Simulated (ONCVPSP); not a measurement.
# Before and after: ONCV potential for oxygen

* Element: O
* Generator: ONCVPSP 4.0.1
* Type: optimised norm-conserving Vanderbilt (ONCV)
* Functional: PBE
* Relativity: scalar-relativistic
* Frozen core: [He]
* Valence charge: 6
* Reference configuration: 2s2 2p4
* Partial waves: 2s: rc 0.85 bohr, ncon 4, nbas 8, qcut 7.9 1/bohr, 1 projector; 2p: rc 1.00 bohr, ncon 4, nbas 7, qcut 9.1 1/bohr, 1 projector; d scattering state at 0.07 Ha: rc 0.95 bohr, ncon 4, nbas 8, qcut 10.5 1/bohr, 2 projectors, debl 2.3 Ha
* Local potential: polynomial inside 0.60 bohr (lpopt 5, dvloc0 4 Ha)
* Core correction: Teter function, fcfact 5.75, rcfact 1.35

All-electron outer shells of the reference configuration (PBE, scalar-relativistic, ld1.x):

| shell | level (eV) | outermost node (bohr) | outermost maximum (bohr) |
| --- | --- | --- | --- |
| 1s | -514.70 | – | 0.13 |
| 2s | -23.96 | 0.28 | 0.87 |
| 2p | -9.03 | – | 0.82 |

Change: s: rc 1.24.

Cutoffs: the cutoffs (Ha) at which the residual kinetic energy of the hardest occupied pseudo-wave falls to 1 and 0.1 mHa per electron; they do not see the model core or the augmentation charge, which bear on the density cutoff. Errors are all-electron minus pseudo energies relative to the spin-unpolarised reference configuration.

Problem. What does the change do?

Solution. The potential gets softer (59 Ha and 215 Ha → 48 Ha and 135 Ha); of the 4 tests that both files solve, the error grows in 4 and shrinks in 0 by more than 15 % and 0.3 meV (median size 32.5 → 57.3 meV); neither file shows a bound ghost. A larger radius leaves more room for a smooth pseudo-wave, so fewer plane waves are needed. More of the atom is replaced by a form fitted at one configuration, so other configurations suffer.

| quantity | base | changed |
| --- | --- | --- |
| cutoff, loose | 59 Ha | 48 Ha |
| cutoff, tight | 215 Ha | 135 Ha |
| loose cutoff by channel | s 59 Ha, p 48 Ha | s 23 Ha, p 48 Ha |
| bound ghosts | none | none |
| GHOST(+) flags under 300 eV | none | none |
| error for 2s2 2p3, meV [ΔE 16.43 eV] | +4.9 | +10 |
| error for 2s2 2p2, meV [ΔE 50.02 eV] | +60 | +101 |
| error for 2s2 2p1, meV [ΔE 103.89 eV] | +297 | +444 |
| error for 2s1 2p4, meV [ΔE 31.66 eV] | -0.7 | -14 |
| p: phases at 1.01 bohr within 0.05 rad from the reference energy up to (Ha; the scan ends near 5) | to the end of the scan | to the end of the scan |
| d: phases at 0.96 bohr within 0.05 rad from the reference energy up to (Ha; the scan ends near 5) | to the end of the scan | to the end of the scan |
| rms error of d²Exc/dni dnj with the model core, mHa | 1.62 | 1.87 |
